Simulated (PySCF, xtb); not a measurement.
N-methyl-N-silylmethanamine (C2H9NSi), SMILES CN(C)[SiH3].

GFN2-xTB run with xtb 6.7.1 at its own geometry gives an orbital gap of 4.94 eV and a dipole moment of 0.96 D.

Geometry: r2SCAN-D4/def2-SVP.

Task: What does B3LYP/def2-TZVP (PySCF) give? (Estimate from the structure and the level; the computed values follow.)

Result: gap 6.48 eV (levels -6.18 and 0.30 eV), dipole 0.95 D.
